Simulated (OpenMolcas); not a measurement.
# InSiH5 (SMILES [SiH3][InH2]): the energy, rung by rung

InSiH5: 7 atoms, total charge 0, spin state singlet. SMILES: `[SiH3][InH2]`. The coordinates come from a PBE0-D4/def2-TZVP relaxation.

```xyz
7

Si   -0.6671   -0.6415   -0.6421
In    0.8308    0.8376    0.8405
H    -2.1199   -0.3711   -0.4636
H    -0.4320   -2.0833   -0.3459
H    -0.3380   -0.4255   -2.0800
H     0.1791    2.0621    1.8720
H     2.5471    0.6218    0.8191
```

Each level gives the energy change with the Si1–H3 bond stretched from 1.488 to 1.935 Å (eV). The values are calculated.

| level | kind | program | value (eV) | less CCSD(T)/def2-TZVP | CPU time (all runs) |
| --- | --- | --- | --- | --- | --- |
| SVWN5/def2-TZVP (core potential) (restricted) | LDA | OpenMolcas | 0.89 | -0.10 | 74 s |
| revPBE/def2-TZVP (core potential) (restricted) | GGA | OpenMolcas | 0.87 | -0.12 | 89 s |
| M06-L/def2-TZVP (core potential) (restricted) | meta-GGA | OpenMolcas | 1.03 | +0.04 | 2.1 min |
| TPSS/def2-TZVP (core potential) (restricted) | meta-GGA | OpenMolcas | 0.97 | -0.02 | 2.1 min |
| BHLYP/def2-TZVP (core potential) (restricted) | global hybrid | OpenMolcas | 1.07 | +0.08 | 89 s |
| PBE0/def2-TZVP (core potential) (restricted) | global hybrid | OpenMolcas | 0.97 | -0.02 | 87 s |
| B2PLYP/def2-TZVP (core potential) (restricted) | double hybrid | OpenMolcas | 1.02 | +0.03 | 72 s |
| CCSD(T)/def2-TZVP (Cholesky decomposition, core potential) (restricted) | coupled cluster or CI | OpenMolcas | 0.99 | 0.00 | 21 min |

CCSD(T)/def2-TZVP (Cholesky decomposition, core potential) (restricted) is the highest level here, not the true value. The first shape isn't each level's own minimum. The values span 0.87 to 1.07 eV. In the correlated wave-function rows the outer d shell of In is correlated, in sets not made for it. CPU times are rough (shared hosts, several kinds of processor): they show what a rung costs within a factor of a few.
